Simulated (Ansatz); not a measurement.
Steps of a relaxation of `CC(C)(C)c1ccccc1C(=O)O` with RKS PBE-D4/def2-SVP.

```sh
$ ansatz run in.yaml --threads 4 --pin off --events-out ev --progress --plain --max-ram 46080MiB --backend cuda --devices 0, --max-vram 37GiB
```

```yaml
crystal:
  periodic: [false, false, false]
  atoms:
    - {symbol: C, position_ang: [-1.320350, -1.207100, -1.063230]}
    - {symbol: C, position_ang: [-1.252600, -0.043590, -0.063740]}
    - {symbol: C, position_ang: [-1.703680, -0.510140, 1.327700]}
    - {symbol: C, position_ang: [-2.236830, 1.028880, -0.550040]}
    - {symbol: C, position_ang: [0.172240, 0.485770, 0.033440]}
    - {symbol: C, position_ang: [0.429570, 1.853640, -0.011590]}
    - {symbol: C, position_ang: [1.711860, 2.368960, 0.048920]}
    - {symbol: C, position_ang: [2.797690, 1.519420, 0.143100]}
    - {symbol: C, position_ang: [2.574700, 0.158160, 0.193810]}
    - {symbol: C, position_ang: [1.282060, -0.360880, 0.157630]}
    - {symbol: C, position_ang: [1.238820, -1.841950, 0.312910]}
    - {symbol: O, position_ang: [0.775070, -2.451110, 1.243290]}
    - {symbol: O, position_ang: [1.900080, -2.459310, -0.678200]}
    - {symbol: H, position_ang: [-0.850120, -0.928620, -2.004640]}
    - {symbol: H, position_ang: [-0.831430, -2.095430, -0.679050]}
    - {symbol: H, position_ang: [-2.358570, -1.466350, -1.259730]}
    - {symbol: H, position_ang: [-1.063980, -1.304170, 1.699050]}
    - {symbol: H, position_ang: [-2.725940, -0.879140, 1.281470]}
    - {symbol: H, position_ang: [-1.666060, 0.318760, 2.031640]}
    - {symbol: H, position_ang: [-1.917940, 1.451750, -1.500240]}
    - {symbol: H, position_ang: [-2.351020, 1.827040, 0.179060]}
    - {symbol: H, position_ang: [-3.216110, 0.576780, -0.692730]}
    - {symbol: H, position_ang: [-0.386620, 2.550750, -0.094590]}
    - {symbol: H, position_ang: [1.858620, 3.438610, 0.014550]}
    - {symbol: H, position_ang: [3.803930, 1.908130, 0.176740]}
    - {symbol: H, position_ang: [3.409530, -0.522290, 0.274150]}
    - {symbol: H, position_ang: [1.927120, -3.416560, -0.519680]}
basis:
  gaussian: {orbitals: def2-SVP}
hamiltonian: {xc: pbe, dispersion: d4}
relax: {f_tol: 0.03, max_steps: 200}
```

Positions (Å) and forces (eV/Å) along the path, 6 of 12 steps:

```xyz
27
step=1 energy=-15699.7027 eV
C    -1.320   -1.207   -1.063    0.074    0.385    0.279
C    -1.253   -0.044   -0.064   -0.262   -0.045   -0.019
C    -1.704   -0.510    1.328    0.136    0.104   -0.364
C    -2.237    1.029   -0.550    0.443   -0.368    0.181
C     0.172    0.486    0.033   -0.509   -0.190   -0.006
C     0.430    1.854   -0.012   -0.074    0.071    0.019
C     1.712    2.369    0.049    0.077    0.215    0.004
C     2.798    1.519    0.143    0.179    0.100    0.038
C     2.575    0.158    0.194    0.112   -0.038   -0.013
C     1.282   -0.361    0.158    0.155   -0.458   -0.031
C     1.239   -1.842    0.313    0.251    0.074   -0.312
O     0.775   -2.451    1.243   -0.653   -0.600    1.062
O     1.900   -2.459   -0.678    0.524    0.449   -1.037
H    -0.850   -0.929   -2.005    0.256    0.114   -0.624
H    -0.831   -2.095   -0.679    0.257   -0.625    0.152
H    -2.359   -1.466   -1.260   -0.649   -0.211   -0.118
H    -1.064   -1.304    1.699    0.389   -0.491    0.287
H    -2.726   -0.879    1.281   -0.718   -0.237    0.004
H    -1.666    0.319    2.032   -0.019    0.516    0.481
H    -1.918    1.452   -1.500    0.142    0.343   -0.619
H    -2.351    1.827    0.179   -0.084    0.588    0.408
H    -3.216    0.577   -0.693   -0.619   -0.261   -0.075
H    -0.387    2.551   -0.095   -0.623    0.446   -0.089
H     1.859    3.439    0.015    0.098    0.737   -0.033
H     3.804    1.908    0.177    0.708    0.274    0.033
H     3.410   -0.522    0.274    0.560   -0.458    0.015
H     1.927   -3.417   -0.520   -0.150   -0.436    0.377
27
step=5 energy=-15699.9308 eV
C    -1.380   -1.222   -1.072   -0.006   -0.033   -0.011
C    -1.267   -0.057   -0.062   -0.039    0.034   -0.005
C    -1.738   -0.508    1.343    0.003   -0.005    0.021
C    -2.234    1.044   -0.553    0.019   -0.004    0.008
C     0.185    0.464    0.032    0.001    0.006    0.005
C     0.436    1.853   -0.001   -0.005   -0.016    0.002
C     1.727    2.396    0.070   -0.009    0.002   -0.011
C     2.838    1.550    0.150    0.008   -0.026    0.004
C     2.628    0.167    0.169    0.051    0.006   -0.006
C     1.328   -0.383    0.137   -0.012    0.083    0.009
C     1.279   -1.873    0.279    0.057   -0.030   -0.027
O     0.657   -2.507    1.114   -0.115   -0.068    0.101
O     2.096   -2.487   -0.614    0.059   -0.215   -0.086
H    -0.971   -0.936   -2.062   -0.011    0.009    0.004
H    -0.869   -2.141   -0.734   -0.012    0.017    0.005
H    -2.449   -1.488   -1.209    0.021   -0.002   -0.009
H    -1.091   -1.311    1.743   -0.031    0.021   -0.015
H    -2.782   -0.882    1.291    0.020    0.006    0.000
H    -1.716    0.346    2.051    0.000   -0.010   -0.013
H    -1.936    1.451   -1.541   -0.004   -0.007    0.012
H    -2.314    1.888    0.161   -0.005   -0.008   -0.001
H    -3.250    0.613   -0.656    0.013    0.011    0.001
H    -0.409    2.548   -0.092    0.011   -0.014    0.009
H     1.859    3.489    0.051   -0.005   -0.009   -0.006
H     3.859    1.959    0.190   -0.011   -0.013    0.007
H     3.487   -0.519    0.228   -0.022    0.023   -0.022
H     2.028   -3.453   -0.414    0.025    0.241    0.022
27
step=6 energy=-15699.9359 eV
C    -1.401   -1.213   -1.078   -0.007   -0.012    0.000
C    -1.274   -0.056   -0.061   -0.038    0.043    0.010
C    -1.748   -0.505    1.343    0.014   -0.014   -0.012
C    -2.232    1.056   -0.545    0.023   -0.024    0.006
C     0.182    0.453    0.035   -0.001   -0.012   -0.004
C     0.433    1.842    0.006    0.005   -0.003    0.007
C     1.722    2.387    0.069   -0.012    0.011   -0.002
C     2.835    1.543    0.134    0.008   -0.018    0.000
C     2.628    0.161    0.148    0.067   -0.003   -0.006
C     1.329   -0.393    0.127   -0.064    0.064   -0.027
C     1.289   -1.882    0.267    0.085   -0.276    0.102
O     0.602   -2.531    1.045    0.133    0.120   -0.226
O     2.207   -2.488   -0.545   -0.252   -0.136    0.185
H    -1.002   -0.918   -2.069    0.003    0.010   -0.017
H    -0.891   -2.136   -0.753    0.008   -0.007    0.015
H    -2.471   -1.473   -1.207   -0.010   -0.004   -0.010
H    -1.111   -1.316    1.738   -0.012   -0.004    0.006
H    -2.796   -0.867    1.291   -0.005   -0.002    0.000
H    -1.718    0.348    2.052    0.003    0.003    0.007
H    -1.929    1.469   -1.528   -0.001    0.006   -0.011
H    -2.312    1.893    0.176   -0.005    0.012    0.011
H    -3.249    0.630   -0.656   -0.013    0.002   -0.001
H    -0.413    2.535   -0.073    0.001    0.002    0.001
H     1.851    3.480    0.053   -0.002    0.018   -0.002
H     3.855    1.953    0.168    0.015   -0.003    0.002
H     3.487   -0.523    0.191   -0.006    0.013   -0.004
H     2.127   -3.449   -0.329    0.064    0.214   -0.028
27
step=8 energy=-15699.9355 eV rejected
C    -1.412   -1.208   -1.084    0.007    0.079    0.087
C    -1.282   -0.051   -0.057    0.057   -0.090   -0.101
C    -1.757   -0.509    1.340   -0.039   -0.052    0.048
C    -2.234    1.063   -0.541   -0.033    0.020   -0.026
C     0.179    0.451    0.036    0.016   -0.006    0.024
C     0.433    1.839    0.019    0.002    0.001   -0.023
C     1.724    2.384    0.068   -0.006    0.004    0.032
C     2.837    1.539    0.119    0.007   -0.026   -0.040
C     2.628    0.157    0.122   -0.021    0.002    0.031
C     1.326   -0.398    0.116   -0.011   -0.004   -0.005
C     1.297   -1.892    0.265   -0.374    0.252    0.314
O     0.568   -2.541    1.005    0.193    0.059   -0.190
O     2.256   -2.478   -0.482    0.184   -0.278   -0.154
H    -1.012   -0.908   -2.074   -0.001    0.013   -0.008
H    -0.900   -2.129   -0.758   -0.006   -0.002    0.003
H    -2.483   -1.465   -1.214   -0.002    0.003   -0.005
H    -1.138   -1.343    1.717   -0.005    0.001   -0.009
H    -2.813   -0.847    1.283   -0.004   -0.006    0.021
H    -1.705    0.324    2.069   -0.001    0.033   -0.020
H    -1.932    1.467   -1.529   -0.007    0.008    0.004
H    -2.311    1.908    0.172    0.010   -0.003    0.027
H    -3.254    0.641   -0.645    0.008    0.009   -0.009
H    -0.411    2.536   -0.039   -0.012   -0.002   -0.022
H     1.853    3.477    0.052   -0.006    0.002    0.020
H     3.859    1.947    0.152    0.002   -0.002   -0.021
H     3.484   -0.531    0.145    0.011    0.029    0.025
H     2.200   -3.432   -0.257    0.032   -0.042   -0.003
27
step=11 energy=-15699.9415 eV
C    -1.419   -1.198   -1.093   -0.005    0.013    0.004
C    -1.284   -0.054   -0.060    0.012   -0.007   -0.001
C    -1.760   -0.517    1.338   -0.004   -0.003    0.004
C    -2.235    1.071   -0.527   -0.008   -0.002   -0.002
C     0.179    0.444    0.034    0.001    0.007   -0.009
C     0.432    1.833    0.008    0.002    0.002   -0.001
C     1.720    2.381    0.058    0.002   -0.001    0.004
C     2.836    1.538    0.108   -0.003    0.000    0.002
C     2.628    0.157    0.123   -0.011    0.002   -0.008
C     1.328   -0.402    0.115    0.008   -0.016   -0.009
C     1.300   -1.894    0.266    0.010    0.024    0.052
O     0.557   -2.547    0.983    0.027   -0.006   -0.046
O     2.289   -2.492   -0.452   -0.024    0.012    0.008
H    -1.021   -0.889   -2.081    0.000    0.000    0.001
H    -0.909   -2.124   -0.777   -0.001    0.002   -0.002
H    -2.490   -1.451   -1.225   -0.001   -0.001    0.000
H    -1.141   -1.351    1.714    0.000    0.003   -0.003
H    -2.816   -0.854    1.283    0.001    0.000    0.001
H    -1.707    0.321    2.063   -0.001   -0.001   -0.003
H    -1.932    1.497   -1.506   -0.001   -0.001    0.002
H    -2.310    1.899    0.206    0.002   -0.004    0.000
H    -3.255    0.654   -0.643    0.001   -0.001    0.000
H    -0.415    2.527   -0.058    0.003   -0.002    0.002
H     1.846    3.475    0.045    0.000   -0.001   -0.003
H     3.857    1.947    0.132   -0.001    0.000   -0.001
H     3.488   -0.526    0.157    0.001    0.001    0.004
H     2.235   -3.443   -0.211   -0.010   -0.021    0.004
27
step=12 energy=-15699.9417 eV
C    -1.419   -1.196   -1.096   -0.005    0.003    0.004
C    -1.283   -0.054   -0.060    0.005    0.008   -0.001
C    -1.759   -0.520    1.337    0.001   -0.007    0.002
C    -2.234    1.071   -0.523   -0.009   -0.003   -0.005
C     0.180    0.444    0.033   -0.001    0.000   -0.005
C     0.432    1.833    0.006    0.000    0.000   -0.002
C     1.720    2.381    0.055    0.002    0.001   -0.003
C     2.835    1.539    0.106    0.003   -0.001    0.003
C     2.629    0.158    0.124   -0.003    0.001   -0.009
C     1.330   -0.403    0.116    0.018   -0.005    0.020
C     1.302   -1.894    0.271   -0.028    0.028   -0.017
O     0.548   -2.548    0.974    0.014   -0.021    0.005
O     2.296   -2.493   -0.439    0.012   -0.010    0.000
H    -1.024   -0.884   -2.084   -0.001    0.003    0.001
H    -0.908   -2.122   -0.784   -0.003    0.003   -0.002
H    -2.491   -1.450   -1.226   -0.001   -0.001    0.000
H    -1.141   -1.354    1.712   -0.003    0.001    0.000
H    -2.816   -0.856    1.283    0.002   -0.001    0.001
H    -1.706    0.317    2.064    0.000    0.000   -0.004
H    -1.933    1.499   -1.501   -0.002   -0.001    0.000
H    -2.309    1.898    0.212    0.000   -0.003    0.000
H    -3.254    0.654   -0.639    0.000    0.001   -0.001
H    -0.415    2.526   -0.063    0.003   -0.002    0.003
H     1.845    3.475    0.040    0.000    0.000   -0.002
H     3.856    1.949    0.129   -0.001    0.000    0.002
H     3.489   -0.525    0.161    0.001    0.001    0.001
H     2.232   -3.446   -0.206   -0.006    0.005    0.007
```

Run time 16 s (4 threads of an AMD EPYC 7R13 on a shared host and a share of an NVIDIA H100 80 GB); peak host memory 0.95 GiB.
